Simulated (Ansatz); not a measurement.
A short molecular-dynamics run on Cd₉S₈Cl₂.

```yaml
crystal:
  periodic: [false, false, false]
  atoms:
    - {symbol: S, position_ang: [-2.074830, -2.599614, 3.362345]}
    - {symbol: S, position_ang: [1.277949, -2.989567, 0.409956]}
    - {symbol: S, position_ang: [-2.239681, 2.606435, -2.316716]}
    - {symbol: S, position_ang: [1.607802, 0.033642, -3.025928]}
    - {symbol: S, position_ang: [-1.112469, 0.170946, 0.500239]}
    - {symbol: S, position_ang: [2.074805, -0.443708, 3.351756]}
    - {symbol: S, position_ang: [1.659790, 3.305703, 0.219950]}
    - {symbol: S, position_ang: [4.372752, 0.609638, 0.410461]}
    - {symbol: Cd, position_ang: [-3.117890, -1.336535, 1.688321]}
    - {symbol: Cd, position_ang: [-3.022015, 0.414324, -1.262727]}
    - {symbol: Cd, position_ang: [0.347180, -1.349942, -1.174697]}
    - {symbol: Cd, position_ang: [0.069700, -1.752135, 2.509889]}
    - {symbol: Cd, position_ang: [3.065998, -1.403567, 1.074418]}
    - {symbol: Cd, position_ang: [-0.538993, 1.114842, -3.269044]}
    - {symbol: Cd, position_ang: [-0.589864, 2.549960, -0.333593]}
    - {symbol: Cd, position_ang: [2.728794, 1.391292, -1.251095]}
    - {symbol: Cd, position_ang: [2.271431, 1.520839, 1.902233]}
    - {symbol: Cl, position_ang: [-4.905041, -0.540707, 0.103643]}
    - {symbol: Cl, position_ang: [-1.875396, -1.301835, -2.899402]}
basis:
  gaussian: {orbitals: def2-SVP, fitting: {mean_field: def2-universal-jkfit}}
hamiltonian: {xc: {name: PBE}, dispersion: d3bj}
md: {timestep: 1 fs, n_steps: 25, ensemble: nvt_nose_hoover, temperature: 500, initial_velocities: maxwell_boltzmann, seed: 144}
scf: {omitted_lower_state_checks: [starts]}
```

```sh
$ ansatz run in.yaml --threads 2 --pin off --events-out ev --progress --plain --max-ram 22528MiB --backend cuda --devices 0, --max-vram 18GiB
```

```tsv
step	time (fs)	potential energy (eV)	kinetic (eV)	T (K)	conserved (eV)
0	0.0	-152746.7286	1.0987	500	-152745.6299
1	1.0	-152746.7266	1.0967	499	-152745.6299
2	2.0	-152746.7216	1.0917	497	-152745.6299
3	3.0	-152746.7137	1.0838	493	-152745.6299
4	4.0	-152746.7029	1.0730	488	-152745.6299
5	5.0	-152746.6893	1.0594	482	-152745.6299
6	6.0	-152746.6730	1.0431	475	-152745.6299
7	7.0	-152746.6541	1.0243	466	-152745.6298
8	8.0	-152746.6328	1.0031	456	-152745.6298
9	9.0	-152746.6094	0.9797	446	-152745.6298
10	10.0	-152746.5841	0.9545	434	-152745.6298
11	11.0	-152746.5571	0.9277	422	-152745.6298
12	12.0	-152746.5288	0.8995	409	-152745.6298
13	13.0	-152746.4996	0.8705	396	-152745.6297
14	14.0	-152746.4697	0.8407	383	-152745.6297
15	15.0	-152746.4394	0.8107	369	-152745.6297
16	16.0	-152746.4092	0.7808	355	-152745.6297
17	17.0	-152746.3794	0.7513	342	-152745.6297
18	18.0	-152746.3503	0.7226	329	-152745.6296
19	19.0	-152746.3223	0.6949	316	-152745.6296
20	20.0	-152746.2957	0.6687	304	-152745.6296
21	21.0	-152746.2707	0.6442	293	-152745.6296
22	22.0	-152746.2477	0.6217	283	-152745.6296
23	23.0	-152746.2268	0.6013	274	-152745.6296
24	24.0	-152746.2083	0.5833	265	-152745.6296
25	25.0	-152746.1922	0.5678	258	-152745.6295
```

Velocities are drawn at the set temperature; a run this short doesn't reach equilibrium.

In the def2 sets Cd takes a core potential; there is no spin–orbit coupling.

Frames (Å, forces in eV/Å):

```xyz
19
time=0.0 fs
S    -2.075   -2.600    3.362   -0.007   -0.001    0.010
S     1.278   -2.990    0.410    0.003   -0.014    0.000
S    -2.240    2.606   -2.317   -0.010    0.010    0.002
S     1.608    0.034   -3.026    0.022    0.000   -0.014
S    -1.112    0.171    0.500   -0.014   -0.003    0.011
S     2.075   -0.444    3.352    0.011    0.003    0.011
S     1.660    3.306    0.220    0.003    0.014    0.003
S     4.373    0.610    0.410    0.018   -0.002    0.008
Cd   -3.118   -1.337    1.688    0.002    0.006   -0.002
Cd   -3.022    0.414   -1.263   -0.008    0.011    0.007
Cd    0.347   -1.350   -1.175   -0.004   -0.011   -0.005
Cd    0.070   -1.752    2.510   -0.003   -0.004   -0.002
Cd    3.066   -1.404    1.074    0.000   -0.006    0.005
Cd   -0.539    1.115   -3.269   -0.006    0.000   -0.008
Cd   -0.590    2.550   -0.334   -0.008    0.006    0.000
Cd    2.729    1.391   -1.251   -0.005    0.001   -0.009
Cd    2.271    1.521    1.902    0.008    0.003   -0.005
Cl   -4.905   -0.541    0.104   -0.006   -0.011   -0.005
Cl   -1.875   -1.302   -2.899    0.006   -0.003   -0.007
19
time=2.0 fs
S    -2.076   -2.598    3.351    0.028   -0.073    0.107
S     1.278   -2.978    0.414   -0.011   -0.151    0.018
S    -2.239    2.611   -2.317    0.016   -0.028   -0.008
S     1.598    0.038   -3.021    0.123   -0.044   -0.018
S    -1.122    0.176    0.487    0.043   -0.075    0.109
S     2.074   -0.441    3.343    0.003   -0.046    0.095
S     1.658    3.300    0.214    0.063    0.054    0.064
S     4.373    0.602    0.411    0.003    0.032   -0.017
Cd   -3.121   -1.336    1.692   -0.050    0.070   -0.085
Cd   -3.018    0.411   -1.264   -0.080    0.044   -0.017
Cd    0.355   -1.353   -1.171   -0.064    0.067   -0.071
Cd    0.069   -1.750    2.509   -0.011    0.018   -0.004
Cd    3.065   -1.405    1.069    0.056    0.037    0.012
Cd   -0.540    1.115   -3.276   -0.111    0.065    0.020
Cd   -0.586    2.543   -0.332   -0.071    0.035   -0.050
Cd    2.726    1.397   -1.249    0.022   -0.036   -0.007
Cd    2.271    1.521    1.909    0.019    0.064   -0.089
Cl   -4.906   -0.534    0.116    0.003   -0.002   -0.023
Cl   -1.877   -1.302   -2.892    0.017   -0.031   -0.035
19
time=4.0 fs
S    -2.076   -2.597    3.339    0.066   -0.146    0.203
S     1.277   -2.968    0.417   -0.026   -0.291    0.037
S    -2.239    2.616   -2.317    0.042   -0.065   -0.019
S     1.588    0.043   -3.017    0.224   -0.089   -0.019
S    -1.132    0.182    0.473    0.105   -0.149    0.212
S     2.072   -0.439    3.334   -0.005   -0.097    0.179
S     1.656    3.295    0.207    0.122    0.096    0.125
S     4.374    0.595    0.412   -0.011    0.067   -0.041
Cd   -3.123   -1.336    1.695   -0.103    0.135   -0.168
Cd   -3.013    0.408   -1.265   -0.158    0.079   -0.044
Cd    0.364   -1.357   -1.167   -0.125    0.147   -0.139
Cd    0.068   -1.749    2.508   -0.018    0.040   -0.006
Cd    3.063   -1.407    1.064    0.114    0.081    0.020
Cd   -0.540    1.116   -3.283   -0.216    0.129    0.047
Cd   -0.582    2.536   -0.331   -0.134    0.065   -0.100
Cd    2.723    1.403   -1.246    0.051   -0.076   -0.007
Cd    2.270    1.521    1.915    0.031    0.127   -0.172
Cl   -4.907   -0.528    0.129    0.012    0.007   -0.042
Cl   -1.879   -1.302   -2.885    0.028   -0.059   -0.065
19
time=6.0 fs
S    -2.077   -2.596    3.328    0.104   -0.219    0.299
S     1.277   -2.957    0.421   -0.041   -0.432    0.058
S    -2.238    2.621   -2.317    0.066   -0.101   -0.030
S     1.578    0.048   -3.012    0.324   -0.133   -0.020
S    -1.142    0.187    0.460    0.170   -0.224    0.319
S     2.071   -0.437    3.325   -0.012   -0.149    0.262
S     1.654    3.289    0.201    0.178    0.141    0.186
S     4.375    0.588    0.412   -0.023    0.102   -0.065
Cd   -3.126   -1.335    1.698   -0.155    0.200   -0.249
Cd   -3.009    0.405   -1.267   -0.239    0.115   -0.075
Cd    0.372   -1.360   -1.163   -0.186    0.227   -0.210
Cd    0.067   -1.747    2.508   -0.026    0.061   -0.006
Cd    3.062   -1.409    1.058    0.173    0.125    0.029
Cd   -0.541    1.116   -3.291   -0.319    0.192    0.072
Cd   -0.578    2.529   -0.329   -0.193    0.097   -0.149
Cd    2.720    1.409   -1.244    0.080   -0.118   -0.009
Cd    2.269    1.521    1.922    0.043    0.190   -0.255
Cl   -4.908   -0.521    0.141    0.018    0.016   -0.060
Cl   -1.880   -1.302   -2.878    0.039   -0.089   -0.095
19
time=9.0 fs
S    -2.077   -2.595    3.311    0.159   -0.325    0.433
S     1.277   -2.942    0.427   -0.065   -0.640    0.091
S    -2.237    2.628   -2.317    0.098   -0.150   -0.045
S     1.564    0.054   -3.006    0.466   -0.196   -0.020
S    -1.155    0.194    0.441    0.271   -0.336    0.483
S     2.069   -0.433    3.312   -0.023   -0.227    0.382
S     1.651    3.281    0.192    0.255    0.212    0.278
S     4.375    0.577    0.413   -0.039    0.153   -0.100
Cd   -3.130   -1.334    1.703   -0.230    0.292   -0.362
Cd   -3.002    0.401   -1.269   -0.368    0.169   -0.128
Cd    0.384   -1.365   -1.158   -0.275    0.345   -0.317
Cd    0.065   -1.744    2.506   -0.039    0.091   -0.004
Cd    3.060   -1.412    1.050    0.261    0.190    0.043
Cd   -0.542    1.117   -3.301   -0.463    0.280    0.107
Cd   -0.573    2.518   -0.327   -0.277    0.148   -0.217
Cd    2.716    1.417   -1.241    0.126   -0.184   -0.017
Cd    2.268    1.522    1.931    0.062    0.284   -0.374
Cl   -4.909   -0.511    0.160    0.025    0.029   -0.089
Cl   -1.882   -1.303   -2.868    0.057   -0.133   -0.142
19
time=11.0 fs
S    -2.078   -2.595    3.301    0.193   -0.391    0.515
S     1.276   -2.933    0.431   -0.081   -0.773    0.112
S    -2.236    2.632   -2.317    0.116   -0.180   -0.056
S     1.555    0.059   -3.001    0.552   -0.235   -0.020
S    -1.164    0.199    0.429    0.341   -0.408    0.592
S     2.068   -0.432    3.305   -0.028   -0.276    0.456
S     1.650    3.276    0.187    0.300    0.260    0.337
S     4.376    0.570    0.413   -0.048    0.187   -0.121
Cd   -3.133   -1.333    1.706   -0.274    0.347   -0.428
Cd   -2.998    0.398   -1.270   -0.457    0.206   -0.165
Cd    0.392   -1.368   -1.154   -0.332    0.421   -0.387
Cd    0.064   -1.742    2.506   -0.048    0.109   -0.001
Cd    3.059   -1.413    1.045    0.317    0.230    0.054
Cd   -0.543    1.118   -3.309   -0.550    0.332    0.128
Cd   -0.569    2.511   -0.325   -0.326    0.182   -0.260
Cd    2.713    1.423   -1.238    0.157   -0.229   -0.025
Cd    2.267    1.522    1.937    0.074    0.343   -0.448
Cl   -4.910   -0.505    0.172    0.027    0.038   -0.110
Cl   -1.884   -1.303   -2.861    0.068   -0.163   -0.174
19
time=13.0 fs
S    -2.078   -2.595    3.291    0.223   -0.449    0.587
S     1.276   -2.925    0.435   -0.097   -0.898    0.133
S    -2.235    2.637   -2.317    0.132   -0.208   -0.065
S     1.547    0.063   -2.997    0.629   -0.270   -0.020
S    -1.173    0.202    0.418    0.410   -0.477    0.701
S     2.066   -0.430    3.297   -0.033   -0.322    0.525
S     1.649    3.272    0.182    0.337    0.310    0.394
S     4.376    0.564    0.414   -0.055    0.221   -0.141
Cd   -3.136   -1.332    1.709   -0.312    0.395   -0.483
Cd   -2.994    0.395   -1.272   -0.547    0.241   -0.204
Cd    0.400   -1.371   -1.151   -0.387    0.492   -0.454
Cd    0.063   -1.740    2.505   -0.057    0.125    0.002
Cd    3.058   -1.415    1.040    0.370    0.267    0.065
Cd   -0.545    1.119   -3.316   -0.626    0.377    0.147
Cd   -0.565    2.504   -0.324   -0.370    0.218   -0.298
Cd    2.710    1.428   -1.236    0.188   -0.275   -0.035
Cd    2.267    1.523    1.943    0.085    0.397   -0.518
Cl   -4.910   -0.498    0.185    0.027    0.047   -0.131
Cl   -1.885   -1.304   -2.854    0.080   -0.191   -0.207
19
time=15.0 fs
S    -2.077   -2.596    3.283    0.247   -0.500    0.646
S     1.275   -2.918    0.439   -0.111   -1.012    0.151
S    -2.234    2.641   -2.317    0.145   -0.232   -0.074
S     1.540    0.066   -2.993    0.695   -0.299   -0.020
S    -1.181    0.206    0.408    0.479   -0.541    0.806
S     2.065   -0.429    3.291   -0.035   -0.362    0.587
S     1.649    3.268    0.177    0.367    0.359    0.448
S     4.377    0.557    0.414   -0.060    0.253   -0.159
Cd   -3.139   -1.331    1.711   -0.341    0.434   -0.525
Cd   -2.991    0.392   -1.273   -0.635    0.276   -0.243
Cd    0.408   -1.374   -1.148   -0.437    0.556   -0.516
Cd    0.062   -1.738    2.504   -0.067    0.139    0.007
Cd    3.058   -1.416    1.035    0.417    0.299    0.077
Cd   -0.546    1.119   -3.323   -0.690    0.414    0.165
Cd   -0.562    2.497   -0.323   -0.407    0.252   -0.333
Cd    2.707    1.434   -1.234    0.219   -0.320   -0.046
Cd    2.266    1.523    1.949    0.097    0.446   -0.580
Cl   -4.911   -0.491    0.197    0.025    0.057   -0.153
Cl   -1.886   -1.305   -2.848    0.091   -0.218   -0.238
19
time=18.0 fs
S    -2.076   -2.598    3.271    0.269   -0.555    0.710
S     1.274   -2.910    0.446   -0.129   -1.159    0.172
S    -2.232    2.646   -2.318    0.158   -0.263   -0.085
S     1.531    0.071   -2.986    0.770   -0.333   -0.023
S    -1.192    0.209    0.394    0.578   -0.625    0.952
S     2.063   -0.429    3.282   -0.035   -0.410    0.664
S     1.649    3.262    0.171    0.394    0.430    0.522
S     4.377    0.548    0.413   -0.064    0.299   -0.183
Cd   -3.144   -1.330    1.715   -0.366    0.471   -0.561
Cd   -2.985    0.388   -1.276   -0.760    0.324   -0.298
Cd    0.419   -1.378   -1.143   -0.504    0.639   -0.597
Cd    0.061   -1.735    2.503   -0.082    0.155    0.016
Cd    3.057   -1.418    1.027    0.475    0.338    0.095
Cd   -0.549    1.121   -3.333   -0.760    0.453    0.190
Cd   -0.557    2.487   -0.322   -0.448    0.303   -0.376
Cd    2.703    1.442   -1.230    0.266   -0.388   -0.066
Cd    2.265    1.525    1.957    0.114    0.504   -0.660
Cl   -4.912   -0.481    0.214    0.017    0.073   -0.189
Cl   -1.888   -1.307   -2.839    0.108   -0.256   -0.284
19
time=20.0 fs
S    -2.075   -2.600    3.264    0.273   -0.577    0.734
S     1.273   -2.907    0.450   -0.138   -1.236    0.180
S    -2.230    2.649   -2.319    0.163   -0.280   -0.090
S     1.526    0.073   -2.982    0.802   -0.346   -0.028
S    -1.198    0.211    0.386    0.637   -0.673    1.039
S     2.061   -0.429    3.277   -0.031   -0.430    0.704
S     1.649    3.259    0.168    0.401    0.474    0.567
S     4.377    0.543    0.413   -0.065    0.328   -0.196
Cd   -3.147   -1.328    1.717   -0.368    0.480   -0.564
Cd   -2.982    0.386   -1.277   -0.836    0.353   -0.331
Cd    0.426   -1.380   -1.140   -0.540    0.681   -0.640
Cd    0.060   -1.733    2.502   -0.092    0.163    0.022
Cd    3.056   -1.420    1.022    0.504    0.356    0.107
Cd   -0.551    1.122   -3.340   -0.787    0.467    0.205
Cd   -0.554    2.481   -0.321   -0.466    0.334   -0.398
Cd    2.701    1.447   -1.228    0.296   -0.432   -0.081
Cd    2.265    1.526    1.962    0.124    0.530   -0.702
Cl   -4.913   -0.474    0.226    0.008    0.085   -0.214
Cl   -1.889   -1.309   -2.833    0.118   -0.277   -0.313
19
time=22.0 fs
S    -2.074   -2.603    3.258    0.267   -0.586    0.741
S     1.272   -2.905    0.455   -0.144   -1.294    0.183
S    -2.229    2.652   -2.319    0.164   -0.293   -0.094
S     1.522    0.075   -2.978    0.818   -0.352   -0.034
S    -1.204    0.212    0.380    0.690   -0.711    1.114
S     2.060   -0.429    3.274   -0.025   -0.441    0.732
S     1.651    3.257    0.165    0.399    0.515    0.606
S     4.377    0.537    0.412   -0.065    0.355   -0.207
Cd   -3.150   -1.327    1.719   -0.357    0.475   -0.549
Cd   -2.979    0.383   -1.279   -0.904    0.378   -0.358
Cd    0.433   -1.382   -1.138   -0.571    0.713   -0.673
Cd    0.058   -1.731    2.501   -0.103    0.169    0.029
Cd    3.056   -1.421    1.017    0.522    0.366    0.119
Cd   -0.553    1.124   -3.347   -0.797    0.469    0.219
Cd   -0.551    2.474   -0.320   -0.475    0.363   -0.415
Cd    2.698    1.452   -1.226    0.324   -0.473   -0.096
Cd    2.264    1.527    1.967    0.133    0.546   -0.735
Cl   -4.914   -0.467    0.237   -0.003    0.098   -0.241
Cl   -1.890   -1.310   -2.828    0.127   -0.296   -0.340
19
time=25.0 fs
S    -2.071   -2.609    3.250    0.240   -0.574    0.722
S     1.270   -2.904    0.463   -0.147   -1.344    0.174
S    -2.226    2.656   -2.320    0.160   -0.308   -0.096
S     1.518    0.078   -2.971    0.814   -0.347   -0.049
S    -1.211    0.211    0.372    0.753   -0.751    1.200
S     2.057   -0.431    3.269   -0.011   -0.438    0.754
S     1.653    3.254    0.163    0.377    0.568    0.654
S     4.377    0.531    0.411   -0.063    0.393   -0.220
Cd   -3.156   -1.324    1.722   -0.318    0.441   -0.496
Cd   -2.976    0.380   -1.282   -0.985    0.410   -0.385
Cd    0.444   -1.385   -1.134   -0.603    0.737   -0.700
Cd    0.057   -1.727    2.500   -0.119    0.171    0.039
Cd    3.056   -1.422    1.009    0.530    0.367    0.137
Cd   -0.557    1.126   -3.357   -0.781    0.453    0.240
Cd   -0.547    2.465   -0.319   -0.474    0.400   -0.431
Cd    2.695    1.459   -1.222    0.364   -0.530   -0.119
Cd    2.264    1.529    1.974    0.145    0.549   -0.765
Cl   -4.915   -0.456    0.254   -0.023    0.119   -0.284
Cl   -1.891   -1.314   -2.821    0.139   -0.316   -0.376
```

Hardware: 2 threads of AMD EPYC 7R13 on a shared host and a share (18 GiB) of an NVIDIA H100 80GB HBM3. Wall time 1.7 min.
